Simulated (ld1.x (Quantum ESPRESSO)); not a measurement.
## nitrogen: one change to an RRKJ potential, before and after

N (Z = 7), norm-conserving RRKJ (Kleinman–Bylander form), made with ld1.x (Quantum ESPRESSO) 7.5 (PBE, scalar-relativistic). Core [He], reference 2s2 2p3. Waves: 2s (bound): rc 0.75 bohr; 2p (bound): rc 1.35 bohr; 3d channel at 0.25 Ry: rc 1.35 bohr. Local part: the d channel. Core correction: a·sin(br)/r model core, default radius (core density twice the valence density).

All-electron outer shells of the reference configuration (PBE, scalar-relativistic, ld1.x):

| shell | level (eV) | outermost node (bohr) | outermost maximum (bohr) |
| --- | --- | --- | --- |
| 1s | -384.72 | – | 0.15 |
| 2s | -18.58 | 0.32 | 1.02 |
| 2p | -7.09 | – | 0.98 |

Change: local potential the s channel.

Cutoffs: the cutoffs (Ry, on a coarse ladder) from which the occupation-weighted sum of valence levels, in a spherical-Bessel basis at the reference potential, stays within 10 and 1 mRy of its value at 400 Ry; they do not see the model core or the augmentation charge, which bear on the density cutoff. Errors are all-electron minus pseudo energies relative to the spin-unpolarised reference configuration.

Task: How do hardness, ghosts and transferability respond?

Result: The potential gets harder (70 Ry and 160 Ry → 100 Ry and 230 Ry); the errors of the 7 common tests hardly move; neither file shows a bound ghost.

```csv
quantity,base,changed
"cutoff, loose",70 Ry,100 Ry
"cutoff, tight",160 Ry,230 Ry
bound ghosts,none,none
"error for 2s2 2p2, meV [ΔE 13.59 eV]",+9.9,+8.8
"error for 2s2 2p1, meV [ΔE 42.45 eV]",+108,+102
"error for 2s2 2p0, meV [ΔE 89.53 eV]",+510,+495
"error for 2s2 2p3.3, meV [ΔE -1.62 eV]",+0.2,+0.1
"error for 2s1 2p0, meV [ΔE 167.35 eV]",+881,+848
"error for 2s1 2p3, meV [ΔE 25.37 eV]",-8.8,-9.8
"error for 2s1 2p4, meV [ΔE 11.51 eV]",+7.1,+7.8
s: phases at 1.51 bohr within 0.05 rad from the reference energy up to (Ry; the scan ends near 5),to the end of the scan,to the end of the scan
p: phases at 1.51 bohr within 0.05 rad from the reference energy up to (Ry; the scan ends near 5),to the end of the scan,to the end of the scan
d: phases at 1.51 bohr within 0.05 rad from the reference energy up to (Ry; the scan ends near 5),to the end of the scan,to the end of the scan
```
